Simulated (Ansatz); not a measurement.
**Group exchange: C2H8Ge + C3H10OSi2 → C2H10GeSi + C3H8OSi**

Species: C2H8Ge (ethylgermane) `C[CH2][GeH3]`, singlet; C3H10OSi2 `C=C[SiH](C)O[SiH3]`, singlet; C2H10GeSi `[SiH3]C[CH2][GeH3]`, singlet; C3H8OSi `C=C[SiH](C)O`, singlet. The partners trade H for SiH3: C–H and O–SiH3 bonds give way to C–SiH3 and O–H.

Shapes, held fixed at every level: PBE0-D4/def2-TZVP. Flexible molecules stand in one conformer, not always the lowest. Programs: Ansatz 0.2.0. Electronic energies: no zero-point or thermal term.

**Question.** Estimate ΔE of this reaction.

**Answer.** The highest level, CCSD(T)/def2-TZVPP, gives ΔE = +115.7 kJ/mol; the levels span +108.0 to +139.1. The column of differences is taken from that level and isn't an error. No measured value is set beside it here. Relativity is left out for Ge unless named. Correlated rows may include outer-core shells of Ge, which these sets cover unevenly.

```tsv
level	kind	ΔE (kJ/mol)	less CCSD(T)/def2-TZVPP
HF/def2-TZVPP	Hartree–Fock	+139.1	+23.4
r2SCAN-D4/def2-TZVPP	meta-GGA	+114.7	-1.0
B3LYP-D4/def2-TZVPP	global hybrid	+120.3	+4.6
PBE0-D4/def2-TZVPP	global hybrid	+108.0	-7.7
wB97X-V/def2-TZVPP	range-separated hybrid	+115.8	+0.1
B2PLYP/def2-TZVPP	double hybrid	+119.8	+4.1
MP2/def2-TZVPP	perturbation theory	+116.6	+0.9
CCSD(T)/def2-TZVPP	coupled cluster or CI	+115.7	0.0
```
